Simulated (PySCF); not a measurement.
# Bonding in [ReS4]-

[ReS4]- (charge -1 and singlet state).
Structure used (PBE0-D3(BJ)/def2-SVP), in Å, numbered top down from 1:
```xyz
5
ReS4 angstrom
Re    -0.002    0.000    0.002
S     -0.001   -0.023    2.150
S      2.022    0.010   -0.711
S     -1.014    1.760   -0.701
S     -1.005   -1.748   -0.740
```

Bond orders from the PBE0/pcSseg-1 (def2-TZVP on Re) density (PySCF). Isolated species at its PBE0-D3(BJ)/def2-SVP geometry, gas phase. Atoms past krypton carry effective core potentials; spin–orbit coupling is left out. The pcSseg-1 basis has no diffuse functions, a weakness for an anion.

(1) Give the Mayer order of every bond, beside its length.

(2) Sum the orders of all bonds at each heavy atom with more than one neighbour.

Answers

(1) 
| bond | length (Å) | Mayer order |
| --- | --- | --- |
| Re1–S2 | 2.148 | 1.739 |
| Re1–S3 | 2.146 | 1.743 |
| Re1–S4 | 2.148 | 1.740 |
| Re1–S5 | 2.148 | 1.740 |

(2) Re1 6.962. Orders between atoms that aren't bonded are not in these sums.

Mayer orders depend on the basis set.

The run behind these numbers computed NMR shieldings as well. Hardware: one thread, x86-64 server (shared host). Cost: 8.5 s of wall time.
